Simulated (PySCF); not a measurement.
# Property card for `CC(C)c1occ(C#N)p1`

Compound: C₇H₈NOP.
Cartesian coordinates in Å at the GFN2-xTB level; atoms count from 1:
```xyz
18
C7H8NOP angstrom
C     -1.9037    0.9907    0.7987
C     -1.2635    0.2533   -0.3777
C     -1.8929   -1.1306   -0.5517
C      0.2131    0.1217   -0.1627
O      1.0131    0.6315   -1.1144
C      2.2978    0.4539   -0.8357
C      2.5512   -0.1987    0.3387
C      3.8283   -0.4993    0.8306
N      4.8631   -0.7583    1.2518
P      1.0213   -0.6218    1.1618
H     -1.7358    0.4348    1.7192
H     -1.4730    1.9832    0.9095
H     -2.9746    1.0915    0.6419
H     -1.4114    0.8334   -1.2950
H     -1.7370   -1.7246    0.3469
H     -2.9616   -1.0366   -0.7273
H     -1.4473   -1.6538   -1.3948
H      3.0043    0.8361   -1.5515
```

Some functional groups and rings: nitrile and aromatic ring with oxygen.

From GFN2-xTB geometry:

```
Rotational constants A, B, C of the GFN2-xTB geometry : 2.966, 0.659, 0.609 GHz
```

From PBE0/pcSseg-1 ground state and GIAO shieldings, non-relativistic (PySCF):

```
Dipole moment                                               : 5.42 D
HOMO energy                                                 : -7.24 eV
LUMO energy                                                 : -1.39 eV
HOMO–LUMO gap                                               : 5.85 eV
Lowest Hirshfeld atomic charge                              : -0.22 e on N9
Highest Hirshfeld atomic charge                             : +0.08 e on P10/H18
13C chemical shifts (computed TMS as zero) by class         : 225.7 (C4), 158.9 (C6), 121.0 (C7), 118.9 (C8), 38.3 (C2), 31.4 (C1/C3) ppm
1H chemical shifts (computed TMS as zero) by class          : 8.23 (H18), 3.12 (H14), 1.47 (H11/H12/H13/H15/H16/H17) ppm
Isotropic shieldings of nuclei other than C and H, by class : -61 (N9), -25 (O5), 183 (P10) ppm
Mayer bond orders between heavy atoms                       : C1–C2 1.03, C2–C3 1.02, C2–C4 0.95, C4–O5 1.04, O5–C6 1.10, C6–C7 1.53, C7–C8 1.04, C8–N9 3.03, C7–P10 1.06, P10–C4 1.53
```

Monoisotopic mass (most abundant isotopes): 153.0344 u.

With B = h/(8π²I), that is 505.379 GHz u Å² over I, the principal moments of inertia are 170.4, 766.3 and 829.6 u Å² (most abundant isotopes). The rotational constants make it an asymmetric top with κ = (2B − A − C)/(A − C) = -0.96, nearer the prolate limit (−1). The dipole matches unit charges of opposite sign 1.13 Å apart (1 e·Å = 4.8032 D).

One conformer (not necessarily the lowest) at the GFN2-xTB geometry, without solvent or vibrations. NMR classes are plain means over equivalent atoms (diastereotopic ones count apart unless rotation or inversion swaps them), as if these changed places fast; in this geometry the members of some classes differ.

For the NMR shielding job (PBE0/pcSseg-1), rough CPU time on one thread of a shared machine: about 1.7 min.
